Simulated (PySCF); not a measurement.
**C⁺: fine-structure interval**

C⁺ [He] 2s2 2p1 [2p1/2^1, M_J = 1/2] → C⁺ [He] 2s2 2p1 [2p3/2^1, M_J = 3/2], as a difference of total energies. Computed with PySCF 2.14 in an even-tempered Gaussian basis (19 s from 0.06 bohr⁻², ratio 2.4; 11 p from 0.077 bohr⁻², ratio 2.4; 6 d from 0.58 bohr⁻², ratio 2.6; 5 f from 0.87 bohr⁻², ratio 2.6), with the two-component X2C-1e Hamiltonian. Correlated levels: nothing frozen; the 30 highest virtual spinors dropped. "Screened" scales the spin-orbit matrix elements by Boettger's factors to mimic the two-electron term; Breit and QED terms are absent.

| method | fine-structure interval (cm⁻¹) | error (cm⁻¹) |
| --- | --- | --- |
| GHF (screened spin-orbit) | 938.05 | +874.6 |
| GMP2 (screened spin-orbit) | 32.361 | -31.1 |
| GHF (bare spin-orbit) | 973.29 | +909.9 |

Reference: 63.420 cm⁻¹ (measured; NIST Handbook of Basic Atomic Spectroscopic Data (Sansonetti and Martin, J. Phys. Chem. Ref. Data 34, 1559 (2005))).

GHF and GMP2 differ strongly here because the two determinants are spin-polarised to different degrees; the interval is a small difference of such terms.
